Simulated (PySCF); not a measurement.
Geometry (Å), atoms numbered from 1 in this order:
```xyz
16

C    -2.6422   -0.0061    0.2357
C    -1.2279    0.4410    0.0266
C    -0.2064   -0.4884    0.1083
C     1.1294   -0.1498   -0.0723
C     2.1569   -1.2507    0.0410
F     2.1118   -1.8465    1.2502
F     1.9287   -2.2331   -0.8546
F     3.4081   -0.8409   -0.1430
N     1.6016    1.0537   -0.3385
C     0.8044    2.0827   -0.4605
P    -0.9365    2.1353   -0.3156
H    -3.3327    0.8295    0.1402
H    -2.9098   -0.7679   -0.4961
H    -2.7571   -0.4444    1.2268
H    -0.4484   -1.5215    0.3212
H     1.3127    3.0160   -0.6808
```

One conformer, equivalent nuclei averaged, non-relativistic Hamiltonian, no solvent. Coordinates at the GFN2-xTB level; shieldings: GIAO PBE0/pcSseg-1; PySCF 2.14.

Question: Predict the 2D correlation tables (HSQC, COSY, HMBC).

Answer: 

HSQC (one-bond C–H):
```tsv
δH	δC
10.63 (H16)	191.4 (C10)
8.11 (H15)	129.0 (C3)
3.05 (H12/H13/H14)	28.3 (C1)
```

HMBC (two and three bonds, from the bond graph):
```tsv
δH	δC
10.63 (H16)	194.5 (C2), 152.7 (C4)
8.11 (H15)	194.5 (C2), 152.7 (C4), 132.8 (C5), 28.3 (C1)
3.05 (H12/H13/H14)	194.5 (C2), 129.0 (C3)
```

No COSY cross peaks are expected.

Chemical shifts δ = σref − σ; 1H (σref 31.72) and 13C (σref 186.93) against TMS, all at this level.

Short H···H contacts in this conformer between protons four or more bonds apart (candidates for NOE cross peaks, intensity ∝ r⁻⁶): H13···H15 2.70 Å.

Shifts are as computed. Against solution values, carbons near 30 ppm lie about +3 ppm off and those near 130 ppm about +5 ppm. Of 1211 compounds with measured shifts, 218 miss one by over three times the rms of a fit or turn the order of signals round; such compounds aren't used in these exercises.
